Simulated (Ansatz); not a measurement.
Abridged output of a molecular run in Ansatz:

```
Functional definition: HF
1053 factors; integrals over basis functions are off by at most 1.2e-3 eV
mean field evaluation 1: about -56155.0692 eV, gradient 3.4e1 eV
mean field evaluation 2: about -56155.0726 eV, gradient 3.4e1 eV
mean field evaluation 4: about -56157.9772 eV, gradient 3.5e0 eV
mean field evaluation 8: about -56158.0221 eV, gradient 6.7e-4 eV
mean field -56158.02210402 eV, -2063.7692470483 hartree, gradient 1.9e-6 eV, S^2 0.000000; 0 other end points of the search recorded, 0 dependent functions left out
12 core orbitals not correlated: weight in the atoms' cores, before any rotation towards them, 1.000 or more for the frozen orbitals, at most 0.000 for the correlated occupied ones
reference -56158.02210402 eV, -2063.7692470483 hartree; 16, 16 occupied and 76, 76 virtual orbitals, 1053 factors
second order -16.94496953 eV of doubles, -0.00000000 eV of singles
cycle   1  -17.15156107 eV  change   -2.1e-1 eV  update   1.2e-1
cycle   2  -17.75444577 eV  change   -6.0e-1 eV  update   3.7e-2
cycle   3  -17.89973050 eV  change   -1.5e-1 eV  update   2.2e-2
cycle   4  -17.88792935 eV  change    1.2e-2 eV  update   6.8e-3
cycle   5  -17.88697804 eV  change    9.5e-4 eV  update   4.0e-3
cycle   6  -17.88792606 eV  change   -9.5e-4 eV  update   1.3e-3
cycle   7  -17.88749764 eV  change    4.3e-4 eV  update   5.0e-4
cycle   8  -17.88744799 eV  change    5.0e-5 eV  update   1.7e-4
cycle   9  -17.88750623 eV  change   -5.8e-5 eV  update   8.7e-5
cycle  10  -17.88751678 eV  change   -1.1e-5 eV  update   4.1e-5
cycle  11  -17.88749963 eV  change    1.7e-5 eV  update   2.1e-5
perturbative correction -0.50333897 eV, -0.0184973658 hartree
Total energy: -56176.41294262 eV, -2064.4450979009 hartree
```

Its atoms:

```xyz
10

B    -2.420    0.890    0.364
Ga   -0.710    0.136   -0.543
O     0.670   -0.117    0.570
C     1.917   -0.616    0.170
H    -3.264    0.170    0.814
H    -2.621    2.066    0.448
H    -0.387   -0.261   -2.032
H     2.146   -1.539    0.717
H     1.965   -0.841   -0.905
H     2.705    0.111    0.398
```

(1) Which basis set was used?
A. def2-SVPD
B. cc-pV(Q+d)Z
C. def2-SVP
D. cc-pV(T+d)Z

(2) Write the keys of the input that set method, charge and spin (a neutral closed shell needs none for the last two).

Results:

(1) C. It gives 104 functions.

(2) 
```yaml
correlation: {method: ccsd_t}
```
